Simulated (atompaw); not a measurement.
## PBEsol PAW (atompaw) dataset for Be (Z = 4), scalar-relativistic all-electron reference.

- Element: Be
- Generator: atompaw 4.2.0.5
- Type: PAW
- Functional: PBEsol
- Relativity: scalar-relativistic
- Frozen core: [He]
- Valence charge: 2
- Reference configuration: 2s0.5 2p0 (charge +1.5)
- Partial waves: 2s (bound): rc 1.40 bohr; 2s channel at 0.35 Ry: rc 2.85 bohr; 2p (bound, empty): rc 2.85 bohr; 2p channel at 1.05 Ry: rc 2.85 bohr
- Local potential: vpsmatchnc scheme with l = 2 at 0 Ry, radius 2.25 bohr
- Core correction: smooth core density matched at 2.45 bohr
- Augmentation charge: besselshape compensation charge, radius 2.45 bohr; PAW radius 2.85 bohr; waves and projectors: custom polynom2 7 10 vanderbiltortho

- Cutoffs needed: 8 Ry and 15 Ry (the cutoffs (Ry, on a coarse ladder) from which the occupation-weighted sum of valence levels, in a spherical-Bessel basis at the reference potential, stays within 10 and 1 mRy of its value at 400 Ry)
- Ghost test: no extra level below or beside the all-electron valence levels (s, p, d, f tested) (spherical-Bessel basis up to 400 Ry, 20 bohr box)
- Lowest eigenvalue of the overlap operator: 0.46 (s channel)
- Overlap eigenvalues printed by atompaw (projector basis): 0.858, 1.2, 975, 1.02e+04
- Share of each valence orbital outside the PAW sphere: 2s 20 %, 2p 23 %
